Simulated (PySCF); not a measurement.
KNa: frontier orbitals

LC-ωPBE at R = 3.537 Å; basis K 6-31G(d,p), Na 6-31G(d,p); no relativity; PySCF 2.14. State: ¹Σ⁺ (singlet), closed shell. Only the outer orbitals are listed, counted within each symmetry.

```json
{"orbital": "6σ", "occ.": "2", "ε (eV)": "-41.45", "on K (%)": "100", "main shells (%)": "100 K s"}
{"orbital": "7σ", "occ.": "2", "ε (eV)": "-33.49", "on K (%)": "0", "main shells (%)": "100 Na p"}
{"orbital": "2π", "occ.": "2", "ε (eV)": "-33.48", "on K (%)": "0", "main shells (%)": "100 Na p"}
{"orbital": "2π", "occ.": "2", "ε (eV)": "-33.48", "on K (%)": "0", "main shells (%)": "100 Na p"}
{"orbital": "3π", "occ.": "2", "ε (eV)": "-24.06", "on K (%)": "100", "main shells (%)": "100 K p"}
{"orbital": "3π", "occ.": "2", "ε (eV)": "-24.06", "on K (%)": "100", "main shells (%)": "100 K p"}
{"orbital": "8σ", "occ.": "2", "ε (eV)": "-24.03", "on K (%)": "100", "main shells (%)": "100 K p"}
{"orbital": "9σ", "occ.": "2", "ε (eV)": "-4.52", "on K (%)": "46", "main shells (%)": "52 Na s, 38 K s"}
{"orbital": "10σ", "occ.": "0", "ε (eV)": "-0.15", "on K (%)": "80", "main shells (%)": "48 K p, 31 K s, 11 Na p"}
{"orbital": "4π", "occ.": "0", "ε (eV)": "0.42", "on K (%)": "87", "main shells (%)": "87 K p, 13 Na p"}
{"orbital": "4π", "occ.": "0", "ε (eV)": "0.42", "on K (%)": "87", "main shells (%)": "87 K p, 13 Na p"}
```

**Question.** Which are the highest filled and the lowest empty level, where do they sit, and how wide is the gap?

**Answer.** Highest filled 9σ at -4.52 eV (in %: 52 Na s, 38 K s); lowest empty 10σ at -0.15 eV (in %: 48 K p, 31 K s, 11 Na p); the gap at LC-ωPBE is 4.37 eV.

The bond order (Mayer) is 1.00. The ⟨S²⟩ is 0.000, the charge on K (Mulliken, basis-dependent) is 0.08 and the charge on K (Löwdin, basis-dependent) is 0.00. The dipole moment (positive dipole means K(−)Na(+)) is -3.98 D.

Closed-shell solutions of metal pairs were not tested for spin polarisation, which can lower them a little.
